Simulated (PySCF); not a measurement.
Zn(Et)(NH2) (C2H7NZn), SMILES C[CH2][Zn][NH2].

Coordinates come from a PBE-D3(BJ)/def2-SVP optimisation. The structure was generated by enumeration; whether it is a known compound was not checked. The values are those of a single conformer.

All values below come from PBE-D3(BJ)/def2-SVP (PySCF).

Frequencies are harmonic and unscaled.

Computed vibrational spectrum:
| mode | ν (cm⁻¹) | IR (km/mol) | moving atoms (share of kinetic energy) |
|---|---|---|---|
| 1 | 33 | 26.7 | H 87 % |
| 2 | 95 | 1.7 | N 37 %, H 21 %, C 21 %, Zn 20 % |
| 3 | 125 | 0.0 | H 49 %, Zn 24 %, N 20 % |
| 4 | 241 | 0.8 | H 83 %, C 12 % |
| 5 | 242 | 5.4 | C 50 %, Zn 25 %, H 20 % |
| 6 | 424 | 132.0 | H 66 %, N 30 % |
| 7 | 510 | 21.9 | C 55 %, H 30 %, N 10 % |
| 8 | 599 | 12.0 | H 82 %, C 17 % |
| 9 | 657 | 47.7 | N 52 %, Zn 27 %, H 17 % |
| 10 | 718 | 22.6 | H 86 %, N 10 % |
| 11 | 911 | 3.3 | H 90 %, C 9 % |
| 12 | 938 | 7.1 | H 86 %, C 14 % |
| 13 | 1016 | 10.0 | C 77 %, H 23 % |
| 14 | 1167 | 4.9 | H 64 %, C 36 % |
| 15 | 1205 | 2.2 | H 77 %, C 23 % |
| 16 | 1346 | 6.4 | H 82 %, C 18 % |
| 17 | 1384 | 1.1 | H 91 %, C 9 % |
| 18 | 1423 | 1.8 | H 96 % |
| 19 | 1430 | 5.9 | H 97 % |
| 20 | 1492 | 6.0 | H 91 %, N 9 % |
| 21 | 2947 | 57.6 | H 97 % |
| 22 | 2964 | 16.5 | H 95 % |
| 23 | 3009 | 5.8 | H 91 %, C 9 % |
| 24 | 3021 | 28.0 | H 91 %, C 9 % |
| 25 | 3045 | 31.8 | H 91 %, C 9 % |
| 26 | 3419 | 0.3 | H 96 % |
| 27 | 3505 | 1.6 | H 92 %, N 8 % |
